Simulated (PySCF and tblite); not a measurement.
Values are calculated unless marked as measured or tabulated.
C7H8OS2, numbered as in [CH3:1][S@:2](=[O:3])[c:4]1[cH:5][cH:6][cH:7][c:8]([SH:9])[cH:10]1.

Free energies: PBE0-D3(BJ)/pcSseg-1 on GFN2-xTB structures plus GFN2-xTB thermal terms, symmetry and mirror images included. Conformers within 3 kcal/mol (GFN2-xTB free energy) were kept, 5 at most. (PySCF 2.14, tblite 0.8.)

Torsions listed: O3–S2–C4–C5, C7–C8–S9–H9.

```csv
conformer,shape,symmetry
1,"-5°, 1°",C1
2,"171°, -1°",C1
3,"-8°, 179°",C1
4,"174°, -178°",C1
```

Question: Which of these conformers is the most populated at 298.15 K, and with what share?

Answer: Conformer 4, about 51 %.

Question: Give the DFT energies and free energies relative to the lowest, and all weights.

Answer: 
```tsv
conformer	shape	E(DFT) kcal/mol	G(298.15 K) kcal/mol	weight %
1	-5°, 1°	0.78	0.68	16.3
2	171°, -1°	0.67	0.56	19.9
3	-8°, 179°	0.95	0.84	12.5
4	174°, -178°	0.00	0.00	51.3
```

Question: How does its share change from 150 K to 400 K?

Answer: From 78 % to 43 %; the mixing entropy goes from 1.51 to 2.59 cal/(mol K).

The minima are those of GFN2-xTB; planar forms about aryl–S or allylic bonds may be saddles in DFT.


Conformer gaps in pcSseg-1 on xTB geometries can be 2 kcal/mol off for S=O, P=O and other polar bonds.